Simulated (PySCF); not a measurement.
C₅H₆O₂, SMILES C#C[C@@H]1[C@H](O)[C@@H]1O. Coordinates come from a PBE-D3(BJ)/def2-SVP optimisation. The structure was generated by enumeration; whether it is a known compound was not checked. One conformer was computed; it need not be the lowest.

Calculation: PBE-D3(BJ)/def2-SVP in PySCF.

Harmonic wavenumbers (cm⁻¹): 117, 129, 256, 304, 329, 378, 560, 578, 597, 638, 662, 670, 712, 764, 915, 950, 970, 1045, 1065, 1141, 1189, 1280, 1291, 1313, 1340, 1409, 2147, 3059, 3083, 3091, 3406, 3523, 3576. Rotational constants (GHz): 3.925, 2.325, 2.091; symmetry number 1.

Problem. Work out the zero-point energy and the ideal-gas rigid-rotor harmonic-oscillator thermochemistry at 298.15 K and 1 atm.

Solution. ZPE = ½ Σ hcν = ½ × 42484 cm⁻¹ = 60.73 kcal/mol. H − E(el) = 65.86 kcal/mol. Entropy in cal/(mol K): translation 39.66, rotation 27.22, vibration 15.32, total 82.21. G − E(el) = 41.35 kcal/mol. Cp = 28.98 cal/(mol K). Modes under 150 cm⁻¹ make the vibrational entropy uncertain.
